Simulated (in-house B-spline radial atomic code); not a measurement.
**Ionising Ge⁷⁺ with different functionals**

Computed with a radial B-spline atomic code at the basis-set limit: non-relativistic Hamiltonian, point nucleus, spin-polarised at highest spin, spherical fractional occupations for the functionals, the average over the highest-spin determinants for Hartree-Fock. The ionisation energy is the difference of two self-consistent energies, [Ar] 3d7 → [Ar] 3d6, without Breit or QED terms; ε is the level of the shell that loses the electron (its least bound occupied spin orbital). There is no spin-orbit coupling in this Hamiltonian.

Hybrids are left out here: with spherical fractional occupations of an open shell their exact exchange keeps a self-interaction that integer-occupation calculations don't have.

```json
{"method": "Hartree-Fock", "rung": "Hartree-Fock", "ΔSCF (eV)": "174.50", "-ε(3d) (eV)": "177.55"}
{"method": "LDA VWN5", "rung": "LDA", "ΔSCF (eV)": "177.47", "-ε(3d) (eV)": "161.94"}
{"method": "LDA PW92", "rung": "LDA", "ΔSCF (eV)": "177.46", "-ε(3d) (eV)": "161.93"}
{"method": "LDA exchange-only", "rung": "LDA", "ΔSCF (eV)": "174.91", "-ε(3d) (eV)": "159.47"}
{"method": "PBE", "rung": "GGA", "ΔSCF (eV)": "177.02", "-ε(3d) (eV)": "161.52"}
{"method": "PBEsol", "rung": "GGA", "ΔSCF (eV)": "176.98", "-ε(3d) (eV)": "161.48"}
{"method": "BLYP", "rung": "GGA", "ΔSCF (eV)": "176.93", "-ε(3d) (eV)": "161.42"}
{"method": "RPBE", "rung": "GGA", "ΔSCF (eV)": "176.89", "-ε(3d) (eV)": "161.41"}
{"method": "PW91", "rung": "GGA", "ΔSCF (eV)": "177.23", "-ε(3d) (eV)": "161.72"}
{"method": "BP86", "rung": "GGA", "ΔSCF (eV)": "177.18", "-ε(3d) (eV)": "161.66"}
{"method": "AM05", "rung": "GGA", "ΔSCF (eV)": "177.03", "-ε(3d) (eV)": "161.53"}
{"method": "OLYP", "rung": "GGA", "ΔSCF (eV)": "177.41", "-ε(3d) (eV)": "161.96"}
{"method": "TPSS", "rung": "meta-GGA", "ΔSCF (eV)": "176.76", "-ε(3d) (eV)": "161.30"}
{"method": "SCAN", "rung": "meta-GGA", "ΔSCF (eV)": "176.28", "-ε(3d) (eV)": "161.08"}
{"method": "r2SCAN", "rung": "meta-GGA", "ΔSCF (eV)": "176.39", "-ε(3d) (eV)": "161.17"}
{"method": "M06-L", "rung": "meta-GGA", "ΔSCF (eV)": "176.27", "-ε(3d) (eV)": "161.06"}
{"method": "revTPSS", "rung": "meta-GGA", "ΔSCF (eV)": "176.50", "-ε(3d) (eV)": "161.08"}
```

Problem. How do they compare with the NIST value?

Solution. NIST lists 176 eV ± 1.7 (tabulated theory, ground level to ground level). Errors run from -1.90 to +1.07 eV; all lie within about twice that uncertainty, so the table can't rank the methods. Hartree-Fock also lacks correlation.
